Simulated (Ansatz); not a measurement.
Reaction (redistribution): `[CH3][Mo](=[NH])(=[NH])[NH2]` + `[CH3][V](=[O])([OH])[F]` → `[CH3][Mo](=[NH])(=[NH])[F]` + `[CH3][V]([NH2])(=[O])[OH]`

Gas-phase electronic energies from Ansatz, PBE0-D4/def2-TZVP geometries. CBS: MP2 limit from def2 TZ/QZ plus the TZ coupled-cluster correction, frozen cores. DFT in def2-TZVPP. B3LYP here is the variant with VWN-RPA as its local correlation; programs differ in this. Elements past krypton have def2 core potentials. For Mo, V outer-core shells are correlated without core-valence functions, which leaves a few kJ/mol of doubt a bond. Scalar relativity is left out up to krypton. Each species was taken in one conformer, which may not be the lowest.

`[CH3][Mo](=[NH])(=[NH])[NH2]`:

Z-matrix (Å, degrees):
```
C
Mo 1 2.120
H 1 1.093 2 109.1
H 1 1.093 2 109.2 3 119.9
H 1 1.091 2 111.0 3 -120.1
N 2 1.731 1 104.7 3 -179.3
N 2 1.731 1 104.7 3 59.4
N 2 1.939 1 109.5 3 -59.9
H 6 1.011 2 154.3 1 -117.2
H 7 1.011 2 154.4 1 117.2
H 8 1.009 2 123.1 1 -101.1
H 8 1.009 2 123.1 1 101.1
```

`[CH3][V](=[O])([OH])[F]`:

```xyz
9

C    -0.475   -1.108   -0.238
V     0.374    0.703   -0.285
O     1.621    0.507   -1.187
O     0.899    1.031    1.361
F    -0.806    1.786   -0.944
H     0.244   -1.844    0.122
H    -0.773   -1.346   -1.263
H    -1.349   -1.063    0.416
H     0.263    1.334    2.018
```

`[CH3][Mo](=[NH])(=[NH])[F]`:

```xyz
10

C    -1.436   -0.133   -0.425
Mo    0.591   -0.411    0.061
N     1.398    0.728   -0.944
N     0.674    0.079    1.707
F     1.154   -2.170   -0.215
H    -1.569   -0.391   -1.479
H    -1.768    0.892   -0.264
H    -2.029   -0.803    0.205
H     1.979    1.540   -1.106
H     1.005    0.668    2.460
```

`[CH3][V]([NH2])(=[O])[OH]`:

```xyz
11

C    -1.314    0.728   -0.431
V     0.271   -0.489   -0.138
N     1.627    0.592    0.415
O     0.614   -1.038   -1.555
O    -0.239   -1.698    1.044
H    -1.072    1.496   -1.167
H    -1.577    1.189    0.524
H    -2.145    0.117   -0.792
H     2.426    0.853   -0.143
H     1.734    0.887    1.377
H    -0.325   -2.637    0.865
```

| level | ΔE (kJ/mol) | difference from CCSD(T)/CBS |
| --- | --- | --- |
| PBE-D4 | -2.7 | 4.3 |
| revPBE-D4 | -1.4 | 5.6 |
| PBE0-D4 | -2.8 | 4.2 |
| B3LYP-D4 | -3.0 | 4.0 |
| BHLYP-D4 | -2.0 | 5.0 |
| revPBE | -4.0 | 3.0 |
| r2SCAN0 | -3.4 | 3.6 |
| BHLYP | -3.9 | 3.1 |
| LC-ωPBE | -4.6 | 2.4 |
| RPA@PBE/def2-TZVPP | -3.0 | 4.0 |
| HF/def2-SVP | -8.7 | -1.7 |
| CCSD/def2-SVP | 1.4 | 8.4 |
| HF/def2-TZVPP | 0.3 | 7.3 |
| MP2/def2-TZVPP | -8.1 | -1.1 |
| CCSD/def2-TZVPP | -1.3 | 5.7 |
| MP2/def2-QZVPP | -9.6 | -2.6 |
| CCSD(T)/CBS | -7.0 | 0 |

Largest T1 diagnostic among the species: 0.032, so the coupled-cluster value is less sure than usual.

At CCSD(T), def2-SVP lies +7.0 kJ/mol from the extrapolated value and def2-TZVPP +3.5 kJ/mol. Leaving LDA and LC-ωPBE aside and taking each functional with its dispersion term where it has one, the values, not all of them listed here, spread over 5.3 kJ/mol, from B2PLYP to revPBE-D4.

CCSD(T)/CBS has its own doubt, a few kJ/mol and more with outer-core shells, so smaller differences from it don't rank the levels.
